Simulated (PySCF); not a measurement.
# Fractional electron number in Cr²⁺ (chromium, charge +2)

The 3d alpha orbital of [Ar] 3d4 is emptied in steps (occupation f), with all orbitals relaxed, ending at [Ar] 3d3. Computed with PySCF 2.14 in jorge-DZP-DKH, with scalar relativity by spin-free X2C-1e. The exact energy is a straight line in f; departures are measured from the line between the end points of the same method.

| f | r2SCAN0 (eV) |
| --- | --- |
| 1 | 0.000 |
| 0.8 | -0.831 |
| 0.6 | -1.253 |
| 0.4 | -1.258 |
| 0.2 | -0.842 |
| 0 | 0.000 |

```json
{"method": "r2SCAN0", "E(f=0) − E(f=1) (eV)": "31.263", "−ε at f=1 (eV)": "26.101", "−ε at f=0.4 (eV)": "32.285"}
```

Orbital energy along the path (eV):

```csv
f,r2SCAN0
1,-26.101
0.8,-28.124
0.6,-30.188
0.4,-32.285
0.2,-34.406
0,-36.546
```

Reference removal energy between the ground levels: 30.959 ± 0.025 eV (measured; NIST Atomic Spectra Database, ionization energies). The calculation has no spin-orbit coupling. The determinant left behind need not be the lowest term of the ion.
